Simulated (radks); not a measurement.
Question: These are the eigenvalues of the occupied orbitals of an atom or ion with whole-number occupations (Ry). Method: scalar-relativistic Kohn-Sham, r2SCAN, spin-polarised, spherical densities, finite nucleus; meta-GGA in the generalised Kohn-Sham scheme; Fermi nuclear charge, rms radius of each element as measured or else 0.836 A^(1/3) + 0.57 fm; computed with a radial shooting solver on a logarithmic mesh with Libxc functionals.

1s: -1059.006
2s: -202.2551
2p: -187.6623
3s: -77.12664

Which element is it, and in what charge state? The configuration may be excited. Open shells, if any, are filled with parallel spins first.

Answer: Z = 35, bromine, charge +23: Br23+ in [Ne] 3s2. The list shows which subshells hold electrons but not how many an open one holds; the 1s level, -529.5 hartree, gives Z - s = 32.5 by -(Z - s)^2/2, which with screening and relativity narrows Z to a few neighbours, and the depths of the outer levels then fix element, charge and occupations together.
